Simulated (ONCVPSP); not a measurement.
## Configuration tests for tin (ONCV)

tin, optimised norm-conserving Vanderbilt (ONCV), made with ONCVPSP 4.0.1 (PBE, scalar-relativistic). Core [Kr], reference 4d10 5s2 5p2. Waves: 5s: rc 1.90 bohr, ncon 3, nbas 6, qcut 3.4 1/bohr, 2 projectors, debl 3.7 Ha; 5p: rc 1.95 bohr, ncon 4, nbas 8, qcut 3.8 1/bohr, 2 projectors, debl 1.1 Ha; 4d: rc 1.60 bohr, ncon 4, nbas 8, qcut 8.1 1/bohr, 2 projectors, debl 0.7 Ha. Local part: polynomial inside 1.00 bohr (lpopt 5, dvloc0 0 Ha). Core correction: Teter function, fcfact 5.75, rcfact 1.2.

In the d channel the program set the typed energies aside and used -0.950, 0.250 Ha.

Energies are relative to the spin-unpolarised reference configuration 4d10 5s2 5p2; without spin polarisation the order of configurations can differ from experiment.

```json
{"valence configuration": "4d10 5s2 5p0", "charge": "+2", "ΔE all-electron (eV)": "20.828", "error AE − PS (meV)": "-0.8"}
{"valence configuration": "4d10 5s1 5p0", "charge": "+3", "ΔE all-electron (eV)": "51.800", "error AE − PS (meV)": "+23"}
{"valence configuration": "4d10 5s1 5p2", "charge": "+1", "ΔE all-electron (eV)": "14.524", "error AE − PS (meV)": "-1.2"}
```

Question: What are ΔE and the potential's error for 4d10 5s2 5p1?

Answer: ΔE = 6.875 eV all-electron; the error (AE − PS) is -1.5 meV.

Note: ghosts flagged at negative energy: s at -188.1 eV, p at -31.3 eV; GHOST(+) flagged for s at 159.5 eV. A true bound ghost makes a file unfit for plane-wave use.
